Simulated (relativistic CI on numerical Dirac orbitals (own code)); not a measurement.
# Zn⁴⁺: 2p photoemission

Computed with this model: Dirac-Coulomb-Breit CI, separate exchange-only KLI orbitals for each configuration, model QED (radiative potential, 1s self-energy scaled to tabulated hydrogen-like ionisation energies), valence Slater integrals scaled by 0.8, multiplet model of photoemission in the sudden approximation; configurations [Ar] 3d8 → [He] 2s2 2p5 3s2 3p6 3d8; 300 K; Lorentzian 0.5 eV and Gaussian 0.6 eV FWHM. Energies are those of the free ion, without screening or charge transfer. The energies are binding energies and can lie tens of eV above those of solids. S is read from ⟨S²⟩ = S(S + 1).

Field parameters in Wybourne normalisation: D3d B²₀ = −7Dσ, B⁴₀ = −14Dq − 21Dτ, B⁴₃ = −14√(10/7) Dq. The field is a parameter set, without covalency.

free ion: ground-state S = 1.00, centroid 1111.22 eV. Peaks (eV, height): 1100.7 (82), 1102.0 (39), 1103.5 (64), 1107.0 (41), 1108.5 (7), 1127.6 (100), 1130.2 (8).

D3d, 10Dq = 20050, Dσ = -1200, Dτ = -40 cm⁻¹: ground-state S = 1.00, centroid 1111.29 eV. Peaks (eV, height): 1101.6 (100), 1103.1 (75), 1105.0 (24), 1107.0 (19), 1109.5 (6), 1126.2 (41), 1127.1 (60), 1128.7 (18).

Strongest unbroadened transitions for D3d, 10Dq = 20050, Dσ = -1200, Dτ = -40 cm⁻¹:

```tsv
Energy (eV)	Relative strength
1101.53	38.5
1101.54	58.1
1101.57	96.3
1101.61	94.6
1103.04	79.1
1103.05	71.6
1103.16	34.4
1103.17	23.3
1105.04	18.0
1105.11	13.6
1106.76	12.5
1107.27	15.7
1107.39	9.4
1126.11	100.0
1127.04	81.7
1127.14	84.2
1128.65	15.0
1128.81	18.8
```
